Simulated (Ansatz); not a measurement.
# Energy profile

The step: HfGaH₂Cl₅O ([OH][Hf]1([Cl])([Cl])[H][Ga]([Cl])([Cl])[Cl]1) → HfGaH₂Cl₅O ([Cl][Ga]1([Cl])[OH][HfH]([Cl])([Cl])[Cl]1); bonds formed: Ga1–O6; dative contacts that become bonds: H2–Hf5; bonds broken: Ga1–H2; bonds weakened to dative contacts: Hf5–O6 (atoms numbered as in the saddle structure below).

| atom | x (Å) | y (Å) | z (Å) |
| --- | --- | --- | --- |
| Ga1 | 0.0499 | -1.5193 | 0.1885 |
| H2 | 0.1152 | -0.1745 | -1.4863 |
| Cl3 | -0.2961 | -2.9657 | -1.3333 |
| Cl4 | -0.4911 | -2.2627 | 2.1522 |
| Hf5 | 0.1797 | 1.3838 | -0.4634 |
| O6 | -0.9257 | 0.3632 | 0.7946 |
| Cl7 | -1.3538 | 2.4762 | -1.8260 |
| Cl8 | 1.8763 | 2.9824 | -0.1284 |
| Cl9 | 2.0036 | -0.3984 | 0.4051 |
| H10 | -1.1580 | 0.1149 | 1.6970 |

Electronic energies by CCSD(T) at an estimated basis limit (MP2 extrapolated from triple and quadruple zeta, plus CCSD(T) − MP2 in triple zeta), on PBE0-D4/def2-TZVP structures; HfGaH2Cl5O, closed shell; no counterpoise correction. Computed with Ansatz 0.2.0 (basis: def2-TZVPP and def2-QZVPP); correlated methods freeze the cores. Filled d shells of the heavier atoms are correlated. Core potentials replace the inner electrons of the atoms past krypton. The def2 sets are not built for correlating such inner shells, so the correlated values are less sure here. Extrapolation: Hartree–Fock as exp(−7.88 √X), correlation as X^−2.97.

(1) Give the profile in kJ/mol, counted from the separated reactants. (To be estimated.)

No T1 diagnostic of these runs exceeds 0.015.

Results:

(1) Computed:
```csv
point,kJ/mol
"separated: GaHCl2 (linked as [Cl][GaH][Cl]; Ga1, H2, Cl3, Cl4; singlet) + HfHCl3O (linked as [OH][Hf]([Cl])([Cl])[Cl]; Hf5, O6, Cl7, Cl8, Cl9, H10; singlet)",0.0
start structure,-46.1
saddle,57.8
end structure,-22.6
"separated: GaHCl2O (linked as [OH][Ga]([Cl])[Cl]; Ga1, Cl3, Cl4, O6, H10; singlet) + HfHCl3 (linked as [Cl][HfH]([Cl])[Cl]; H2, Hf5, Cl7, Cl8, Cl9; singlet)",138.3
```

Ligand swaps between two centres remove the fluorinated layer in thermal atomic layer etching, and scramble precursors in the gas phase.

For scale, one of the runs: CCSD(T)/def2-TZVPP, 373 basis functions, launched by `ansatz run in.yaml --threads 4 --pin off --events-out ev --progress --plain --max-ram 63488MiB --backend cuda --devices 0, --max-vram 37GiB`. Hardware: 4 CPU threads of an AMD EPYC 7R13 and a share of one NVIDIA H100, shared host. Wall time 31 s; peak host memory 0.9 GiB.
